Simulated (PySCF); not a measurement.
O2S, charge +1, doublet, at a GFN2-xTB geometry (a state made from the parent by changing its charge; the spin is typed, not shown lowest); PySCF with DF-B3LYP/def2-SVP.

Input for PySCF:
```python
from pyscf import gto, scf, dft

mol = gto.M(
    atom='''
S     0.011647   -0.003457    0.315727
O    -0.031562    1.262969   -0.301200
O     0.008268   -1.256054   -0.330254
''',
    basis='def2-svp',
    charge=1,
    spin=1,
    verbose=4,
)

mf = dft.UKS(mol)
mf.xc = 'b3lyp'
mf = mf.density_fit(auxbasis='def2-universal-jkfit')
mf.kernel()
```

The log (banner, timings and long lists left out):

```
PySCF version 2.14.0

[INPUT] verbose = 4
[INPUT] num. atoms = 3
[INPUT] num. electrons = 31
[INPUT] charge = 1
[INPUT] spin (= nelec alpha-beta = 2S) = 1
[INPUT] symmetry False subgroup None
[INPUT] Mole.unit = angstrom
[INPUT] Symbol           X                Y                Z      unit          X                Y                Z       unit  Magmom
[INPUT]  1 S      0.011647000000  -0.003457000000   0.315727000000 AA    0.022009640173  -0.006532783213   0.596637560131 Bohr   0.0
[INPUT]  2 O     -0.031562000000   1.262969000000  -0.301200000000 AA   -0.059643535944   2.386665513816  -0.569185508719 Bohr   0.0
[INPUT]  3 O      0.008268000000  -1.256054000000  -0.330254000000 AA    0.015624255598  -2.373598057664  -0.624089611542 Bohr   0.0

nuclear repulsion = 109.563112599884
number of shells = 20
number of NR pGTOs = 84
number of NR cGTOs = 46
basis = def2-svp
ecp = {}

******** <class 'pyscf.df.df_jk.DFUKS'> ********
method = DFUKS
initial guess = minao
damping factor = 0
level_shift factor = 0
DIIS = <class 'pyscf.scf.diis.CDIIS'>
diis_start_cycle = 1
diis_space = 8
diis_damp = 0
SCF conv_tol = 1e-09
SCF conv_tol_grad = None
SCF max_cycles = 50
direct_scf = False
number electrons alpha = 16  beta = 15
XC library pyscf.dft.libxc version 7.1.2
    S. Lehtola, C. Steigemann, M. J. T. Oliveira, and M. A. L. Marques,  SoftwareX 7, 1–5 (2018)
XC functionals = b3lyp
    P. J. Stephens, F. J. Devlin, C. F. Chabalowski, and M. J. Frisch,  J. Phys. Chem. 98, 11623 (1994)
radial grids:
    Treutler-Ahlrichs [JCP 102, 346 (1995); DOI:10.1063/1.469408] (M4) radial grids

becke partition: Becke, JCP 88, 2547 (1988); DOI:10.1063/1.454033
pruning grids: <function nwchem_prune>
grids dens level: 3
symmetrized grids: False
atomic radii adjust function: <function treutler_atomic_radii_adjust>
small_rho_cutoff = 0
Set gradient conv threshold to 3.16228e-05
tot grids = 47048
******** <class 'pyscf.df.df.DF'> ********
auxbasis = def2-universal-jkfit
init E= -549.114358643962

cycle= 1 E= -547.663239366853  delta_E= 1.45  |g|= 0.726  |ddm|= 1.85
cycle= 2 E= -546.880605780952  delta_E= 0.783  |g|= 1.57  |ddm|=  1.8
cycle= 3 E= -547.904617290866  delta_E= -1.02  |g|= 0.0578  |ddm|= 1.18
cycle= 4 E= -547.906042558802  delta_E= -0.00143  |g|= 0.0271  |ddm|= 0.0765
cycle= 5 E= -547.906360165474  delta_E= -0.000318  |g|= 0.00464  |ddm|= 0.0213
cycle= 6 E= -547.906385802261  delta_E= -2.56e-05  |g|= 0.000932  |ddm|= 0.0104
cycle= 7 E= -547.906386691426  delta_E= -8.89e-07  |g|= 0.000827  |ddm|= 0.00192
cycle= 8 E= -547.906386615939  delta_E= 7.55e-08  |g|= 0.00104  |ddm|= 0.00126
cycle= 9 E= -547.906387112596  delta_E= -4.97e-07  |g|= 8.1e-05  |ddm|= 0.000836
cycle= 10 E= -547.906387121074  delta_E= -8.48e-09  |g|= 2.12e-05  |ddm|= 0.000173
cycle= 11 E= -547.90638712155  delta_E= -4.76e-10  |g|= 4.05e-06  |ddm|= 3.72e-05
Extra cycle  E= -547.90638712158  delta_E= -2.97e-11  |g|= 2.5e-06  |ddm|= 9.43e-06
converged SCF energy = -547.90638712158  <S^2> = 0.75599062  2S+1 = 2.0059817
```
